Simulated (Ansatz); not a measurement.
Relaxation of C₃H₇BFN (13 atoms, charge 0, multiplicity 1), to a largest force component of 0.02 eV/Å in at most 40 steps.

Method: RKS B3LYP-D4/6-31G (Ansatz).

```xyz
13
Properties=species:S:1:pos:R:3
B -0.053 -2.187 -0.279
C 0.187 -0.643 0.065
C 1.222 -0.343 0.807
N -0.625 0.387 -0.438
C -0.531 1.797 -0.189
F -1.546 2.533 -0.788
H 0.633 -3.003 0.105
H -0.997 -2.407 -0.963
H 1.919 -1.104 1.232
H 1.498 0.675 1.115
H -1.524 0.083 -0.999
H -0.557 2.001 0.938
H 0.394 2.176 -0.590
```

Question: Where does it end, and by what steps?

Answer: The forces met the threshold. Limits of this set-up: no polarisation functions. After 5 steps the energy has fallen by 0.603 eV; F6 moved furthest, 0.11 Å.

```csv
step,energy less start (eV),largest force component (eV/Å),accepted
0,0.0000,3.906,yes
1,-0.5437,1.082,yes
2,-0.5860,0.441,yes
3,-0.6002,0.187,yes
4,-0.6024,0.054,yes
5,-0.6029,0.019,yes
```

```xyz
13
Properties=species:S:1:pos:R:3
B -0.098 -2.093 -0.294
C 0.187 -0.620 0.058
C 1.268 -0.320 0.841
N -0.672 0.354 -0.437
C -0.512 1.755 -0.164
F -1.588 2.435 -0.812
H 0.624 -2.950 0.114
H -1.037 -2.387 -0.975
H 1.906 -1.116 1.201
H 1.545 0.689 1.137
H -1.465 0.091 -1.000
H -0.570 1.975 0.912
H 0.431 2.150 -0.566
```

Whether the end is a true minimum wasn't checked by a vibrational analysis.

Time of the run: 37 s on 1 thread of Intel(R) Xeon(R) Platinum 8259CL CPU @ 2.50GHz (Skylake/Cascade Lake), on a shared host, peak memory 0.19 GiB.
